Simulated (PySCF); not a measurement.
Al(Cl)(Me)(Et) (C₃H₈AlCl), SMILES C[CH2][Al]([CH3])[Cl]. Atoms are numbered in the order given.

```xyz
13

Al     0.2893     0.4651     0.1577
Cl     0.1076    -1.3807     1.2016
C      1.3645     1.8604     0.9958
H      2.3985     1.5112     1.1622
H      0.9609     2.1218     1.9896
H      1.4103     2.7831     0.3946
C     -0.6337     0.6213    -1.5624
C     -1.4397    -0.5914    -2.0493
H      0.1342     0.9027    -2.3102
H     -1.2820     1.5175    -1.4960
H     -2.2368    -0.8611    -1.3379
H     -0.8035    -1.4843    -2.1591
H     -1.9188    -0.4066    -3.0257
```

Coordinates come from a B3LYP-D3(BJ)/def2-SVP optimisation. One conformer was computed; it need not be the lowest.

Level of theory: TDDFT-PBE/def2-SVPD (PySCF 2.14.0).

Vertical excitations. Isolated molecule, no solvent.

**Question.** Give excitation energies, oscillator strengths and character. (Estimate from the structure and the level; the computed values follow.)

**Answer.** 
```
state  energy (eV)  λ (nm)      f                                              main pairs
-----  -----------  ------  -----  ------------------------------------------------------
S1            4.95     250  0.000                                         HOMO→LUMO 100 %
S2            5.53     224  0.089                                        HOMO→LUMO+1 98 %
S3            6.10     203  0.002                                        HOMO−1→LUMO 96 %
S4            6.45     192  0.005                                        HOMO−3→LUMO 95 %
S5            6.50     191  0.009                    HOMO−1→LUMO+1 82 %, HOMO−2→LUMO 17 %
S6            6.60     188  0.027  HOMO−2→LUMO 57 %, HOMO→LUMO+2 25 %, HOMO−1→LUMO+1 11 %
S7            6.67     186  0.027  HOMO→LUMO+2 70 %, HOMO−2→LUMO 14 %, HOMO−3→LUMO+1 11 %
S8            6.75     184  0.036                                      HOMO−2→LUMO+1 98 %
S9            6.87     180  0.005                                        HOMO−4→LUMO 89 %
S10           6.91     179  0.064                                      HOMO−3→LUMO+1 75 %
T1            4.68     265      0                                          HOMO→LUMO 99 %
T2            5.15     241      0                                        HOMO→LUMO+1 99 %
T3            5.82     213      0                                        HOMO−1→LUMO 89 %
T4            6.00     207      0                                        HOMO−2→LUMO 99 %
```
Triplets are in the Tamm–Dancoff approximation, which puts them higher than full response would, so one can lie above its singlet here.
